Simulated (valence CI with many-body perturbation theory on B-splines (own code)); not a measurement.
## E1 transitions of Ag¹⁶⁺

Level of theory: configuration interaction combined with many-body perturbation theory (CI+MBPT): three valence electrons over a frozen Dirac-Fock core [Ar] 3d10, a basis of 11 s, 11 p, 10 d, 8 f, 5 g, 2 h functions for each j, with the one-electron correlation potential Σ1, the two-electron term Σ2, the three-electron term Σ3, Breit, model QED; selected CI, second order for the rest, scaled by the run's own slope (own B-spline code, finite nucleus).

No measured levels were compared; by estimate levels hold to about 250 cm⁻¹ or 0.2 % of their energy and the worst to 1 %, as in measured heavy ions of charge 2 to 7; those with d or f electrons hold less well.

Lines 151 to 200 of 557 in falling wavelength, among levels below 1859600 cm⁻¹, chosen from the strongest by gf and those to the six lowest levels. Wavelengths and rates use the calculated energies, so an error of 1000 cm⁻¹ moves a line at 24.13 nm by 0.24 % and its rate by three times that or more. Electric multipoles are in the length gauge, E1 and E2 with the static RPA response of the core. Weak lines are less certain than strong ones. Lines between different terms over intervals too small for the method are left out, as are lines whose strength nearly cancels. Where a level lies close to another of its J and parity, the split of strength between their lines is uncertain. The highest levels of a list are the least certain.

Names give the largest LS component (configuration and term), which can be under half, so a name can repeat, a term be missing and a line seem to break the LS rules; names also repeat where a configuration has a term twice. Letters in brackets count levels of one name in rising energy.

| λ vac (nm) | Upper | Lower | A (s⁻¹) | S (a.u.) |
| --- | --- | --- | --- | --- |
| 24.13 | 4p2 4f 4G°_9/2 | 4s 4p 4f 4F_7/2 [a] | 4.04e+09 | 2.80e-01 |
| 24.11 | 4s 4p2 2S_1/2 | 4s2 4p 2P°_3/2 | 4.03e+10 | 5.58e-01 |
| 24.08 | 4s 4p2 2P_1/2 | 4s2 4p 2P°_1/2 | 5.36e+10 | 7.39e-01 |
| 24.04 | 4s 4p 4d 2P°_1/2 [b] | 4s2 4d 2D_3/2 | 4.11e+10 | 5.64e-01 |
| 24.00 | 4s 4p 4d 2D°_3/2 [b] | 4s2 4d 2D_5/2 | 1.74e+10 | 4.75e-01 |
| 23.98 | 4s 4p 4f 2D_3/2 [b] | 4s2 4f 2F°_5/2 | 5.28e+10 | 1.44e+00 |
| 23.96 | 4s 4p 4d 2P°_3/2 [b] | 4s2 4d 2D_5/2 | 3.00e+10 | 8.15e-01 |
| 23.95 | 4p3 4S°_3/2 [b] | 4s 4p2 4P_3/2 | 1.73e+10 | 4.70e-01 |
| 23.90 | 4p2 4f 4F°_9/2 | 4s 4d2 4F_9/2 [a] | 3.92e+09 | 2.64e-01 |
| 23.89 | 4s 4p 4f 2D_5/2 [b] | 4s2 4f 2F°_7/2 | 4.14e+10 | 1.67e+00 |
| 23.78 | 4s 4p 4f 2F_5/2 [c] | 4s2 4f 2F°_5/2 | 2.75e+10 | 1.09e+00 |
| 23.77 | 4s 4p 4f 2F_7/2 [b] | 4s2 4f 2F°_5/2 | 1.13e+10 | 5.99e-01 |
| 23.76 | 4s 4p 4f 2F_5/2 [c] | 4s2 4f 2F°_7/2 | 7.52e+09 | 2.99e-01 |
| 23.75 | 4s 4p 4f 2F_7/2 [b] | 4s2 4f 2F°_7/2 | 1.88e+10 | 9.97e-01 |
| 23.69 | 4s 4p 4d 2D°_5/2 [b] | 4s2 4d 2D_5/2 | 3.71e+10 | 1.46e+00 |
| 23.66 | 4s 4p2 2P_3/2 | 4s2 4p 2P°_3/2 | 6.45e+10 | 1.69e+00 |
| 23.54 | 4s 4p 4f 2G_9/2 [b] | 4s2 4f 2F°_7/2 | 5.60e+10 | 3.61e+00 |
| 23.43 | 4s 4p 4d 2D°_3/2 [b] | 4s2 4d 2D_3/2 | 1.57e+10 | 3.98e-01 |
| 23.40 | 4s 4p 4d 2P°_3/2 [b] | 4s2 4d 2D_3/2 | 2.34e+10 | 5.92e-01 |
| 23.22 | 4p2 4f 4G°_11/2 | 4s 4p 4f 4F_9/2 | 5.40e+09 | 4.01e-01 |
| 23.12 | 4s 4p 4f 2G_7/2 [c] | 4s2 4f 2F°_5/2 | 5.28e+10 | 2.57e+00 |
| 23.10 | 4s 4p 4f 2G_7/2 [c] | 4s2 4f 2F°_7/2 | 8.77e+09 | 4.27e-01 |
| 23.03 | 4p2 4f 2G°_7/2 [a] | 4p2 4d 2D_5/2 [a] | 6.01e+09 | 2.90e-01 |
| 23.00 | 4p3 2P°_3/2 | 4s 4p2 2D_3/2 | 1.43e+09 | 3.44e-02 |
| 22.69 | 4s 4p 4d 4F°_3/2 | 4s 4p2 2D_3/2 | 4.76e+09 | 1.10e-01 |
| 22.16 | 4p3 4S°_3/2 [b] | 4s 4p2 4P_1/2 | 6.18e+09 | 1.33e-01 |
| 21.86 | 4s 4p 4f 4G_9/2 | 4s 4p 4d 2F°_7/2 [b] | 8.62e+09 | 4.44e-01 |
| 21.40 | 4p3 2P°_1/2 | 4s 4p2 4P_3/2 | 2.73e+08 | 2.64e-03 |
| 21.18 | 4p2 4f 2G°_7/2 [a] | 4p2 4d 2G_7/2 | 7.33e+09 | 2.75e-01 |
| 21.05 | 4s 4p2 2S_1/2 | 4s2 4p 2P°_1/2 | 4.73e+09 | 4.35e-02 |
| 20.89 | 4s 4p 4f 2F_7/2 [a] | 4s 4p 4d 2F°_5/2 [b] | 1.06e+10 | 3.81e-01 |
| 20.80 | 4s 4d2 2D_3/2 | 4s 4p 4d 2F°_5/2 [b] | 1.31e+10 | 2.32e-01 |
| 20.71 | 4s 4p2 2P_3/2 | 4s2 4p 2P°_1/2 | 1.27e+10 | 2.22e-01 |
| 20.53 | 4s 4p 4d 4F°_3/2 | 4s 4p2 4P_5/2 | 3.20e+08 | 5.48e-03 |
| 20.51 | 4s 4p 4d 4P°_5/2 | 4s 4p2 2D_3/2 | 7.17e+08 | 1.83e-02 |
| 20.51 | 4p2 4d 2P_3/2 [a] | 4p3 2D°_5/2 | 1.41e+10 | 2.40e-01 |
| 20.39 | 4s 4p 4d 2P°_3/2 [a] | 4s 4p2 2P_3/2 | 1.44e+10 | 2.41e-01 |
| 20.25 | 4s 4p 4d 4D°_3/2 | 4s 4p2 2D_3/2 | 5.85e+09 | 9.59e-02 |
| 20.19 | 4p 4d2 2H°_9/2 | 4p2 4d 4F_9/2 | 7.25e+09 | 2.94e-01 |
| 20.09 | 4s 4p 4d 4F°_5/2 | 4s 4p2 4P_5/2 | 3.37e+09 | 8.08e-02 |
| 19.96 | 4p3 2P°_1/2 | 4s 4p2 4P_1/2 | 2.96e+08 | 2.32e-03 |
| 19.88 | 4p3 2P°_3/2 | 4s 4p2 4P_3/2 | 3.41e+09 | 5.30e-02 |
| 19.86 | 4s 4p 4f 2F_7/2 [a] | 4s 4p 4d 2F°_7/2 [a] | 1.36e+10 | 4.20e-01 |
| 19.85 | 4p 4d2 4D°_5/2 [a] | 4p2 4d 2G_7/2 | 1.24e+10 | 2.87e-01 |
| 19.65 | 4s 4p 4d 4F°_3/2 | 4s 4p2 4P_3/2 | 2.18e+08 | 3.26e-03 |
| 19.61 | 4p 4d2 4G°_5/2 [b] | 4p2 4d 2F_7/2 [a] | 1.13e+10 | 2.52e-01 |
| 19.60 | 4s 4p 4f 2F_5/2 [b] | 4s 4p 4d 2F°_5/2 [b] | 3.76e+10 | 8.38e-01 |
| 19.53 | 4s 4p 4f 2G_7/2 [b] | 4s 4p 4d 2F°_7/2 [b] | 2.58e+10 | 7.59e-01 |
| 19.52 | 4p2 4f 2G°_7/2 [b] | 4p2 4d 2G_7/2 | 9.04e+09 | 2.66e-01 |
| 19.51 | 4p 4d2 2H°_9/2 | 4p2 4d 2F_7/2 [a] | 7.43e+09 | 2.73e-01 |
